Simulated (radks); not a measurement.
Pd+, 45 electrons, occupied as [Ar] 3d10 4s2 4p5 4d9 5p1 (not the ground configuration). Method: Dirac Kohn-Sham, LDA (Slater exchange, Perdew-Zunger correlation), spin-unpolarised, spherical densities, point nucleus; open shells are shared between the two j in proportion to 2j + 1; computed with a radial shooting solver on a logarithmic mesh with Libxc functionals. Some entries of the table are withheld. Estimate them.

orbital      occ.  eigenvalue (hartree)  <1/r> (bohr^-1)  <r^2> (bohr^2)
1s1/2           2             -887.2494            48.19        0.001373
2s1/2           2             -130.1676            11.08         0.02254
2p1/2           2             -120.8715            11.06         0.01687
2p3/2           4             -115.0214            10.42         0.01820
3s1/2           2             -24.05032            3.857          0.1651
3p1/2           2             -20.37583            3.765          0.1607
3p3/2           4             -19.35569            3.609          0.1700
3d3/2           4             -12.82165            3.443          0.1511
3d5/2           6             -12.61800            3.403          0.1540
4s1/2           2              -3.81765            1.479          0.9983
4p1/2     1.66667              -2.66845            1.359           1.162
4p3/2     3.33333              -2.49815            1.310           1.234
4d3/2         3.6                   (1)           0.9892             (2)
4d5/2         5.4                   (3)           0.9759             (4)
5p1/2    0.333333              -0.31393              (5)           12.90
5p3/2    0.666667              -0.30165              (6)           13.68

Answer. 
(1) 4d3/2 eigenvalue (hartree): -0.76365
(2) 4d3/2 <r^2> (bohr^2): 2.233
(3) 4d5/2 eigenvalue (hartree): -0.74370
(4) 4d5/2 <r^2> (bohr^2): 2.292
(5) 5p1/2 <1/r> (bohr^-1): 0.3778
(6) 5p3/2 <1/r> (bohr^-1): 0.3656
